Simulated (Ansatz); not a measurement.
`CBOC(C)=O`, charge 0, multiplicity 1.

(1) Give a relaxed structure at PBE0-D4/def2-TZVP (Ansatz). (Best estimate.)

Results:

(1) Ansatz gave: 
Z-matrix (Å, degrees):
```
C
B 1 1.554
H 1 1.095 2 110.5
H 1 1.097 2 109.0 3 114.9
H 1 1.091 2 114.1 3 -123.5
O 2 1.376 1 118.3 3 124.8
H 2 1.196 1 123.2 3 -53.4
C 6 1.369 2 122.6 1 171.2
C 8 1.494 6 111.1 2 153.0
O 8 1.193 6 122.8 2 -29.0
H 9 1.092 8 109.7 6 -60.6
H 9 1.087 8 110.0 6 178.0
H 9 1.092 8 109.5 6 56.6
```
This is one stationary point; other conformers may exist.
